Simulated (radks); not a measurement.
Values are calculated unless marked as measured or tabulated.
Q: The mean radii <r> (bohr) of the occupied orbitals of an atom or ion are listed with their occupations. Code: a radial shooting solver on a logarithmic mesh with Libxc functionals. Model: scalar-relativistic Kohn-Sham, exchange-only B88, spin-polarised, spherical densities, finite nucleus; Fermi nuclear charge, rms radius of each element as measured or else 0.836 A^(1/3) + 0.57 fm.

| orbital | occ. | <r> |
|---|---|---|
| 1s up | 1 | 0.1759 |
| 1s down | 1 | 0.1755 |
| 2s up | 1 | 0.8350 |
| 2s down | 1 | 0.8454 |
| 2p up | 1 | 0.7672 |

Name the element and its charge. Open shells, if any, are filled with parallel spins first.

A: Z = 9, fluorine, charge +4: F4+ in [He] 2s2 2p1. The 1s radius gives Z: for a bare nucleus <r> = (2 gamma + 1)/(2Z) with gamma = sqrt(1 - (Z/c)^2), 0.1664 bohr for Z = 9, and screening makes it slightly larger (0.1759 here). The occupations add up to 5, and the charge is Z minus that.
